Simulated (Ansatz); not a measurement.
Breaking the Si2–O1 bond in H4OSi (SMILES O[SiH3]) (multiplicity 1 held, fragments rigid). Energies count from the point at 1.653 Å.
Geometry at that point (charge 0, multiplicity 1):
```xyz
6

O      1.03867    -0.33474    -0.25624
Si    -0.50882     0.12974     0.09205
H      1.76207     0.09105     0.20942
H     -0.84295    -0.10663     1.51864
H     -1.37924    -0.69223    -0.77093
H     -0.72578     1.56941    -0.19593
```

R- and RO- levels are restricted; in cc, def2 and unpolarised 6-31G sets they are followed outwards from rest. Unrestricted levels (U-) break spin symmetry where that is lower. Levels need not reach the same state.

Correlated levels freeze the cores.

Run with Ansatz (Gaussian orbitals). 

Task: One of these levels gives 497.4 kJ/mol for the energy at R = 5.289 Å. Which?
(A) U-HF/cc-pV(D+d)Z
(B) R-HF/cc-pV(D+d)Z
(C) U-SCS-MP2/cc-pV(D+d)Z
(D) R-SCS-MP2/cc-pV(D+d)Z

Result: C, U-SCS-MP2/cc-pV(D+d)Z. The others give 932.0 (R-HF/cc-pV(D+d)Z), 366.8 (U-HF/cc-pV(D+d)Z), 400.5 (R-SCS-MP2/cc-pV(D+d)Z)

Doubts at one or more of the structures used: a restricted determinant that unrestricted orbitals would lower (R-HF/cc-pV(D+d)Z, R-SCS-MP2/cc-pV(D+d)Z); a spin-contaminated determinant (U-HF/cc-pV(D+d)Z, U-SCS-MP2/cc-pV(D+d)Z).

Ansatz is a first-principles code.
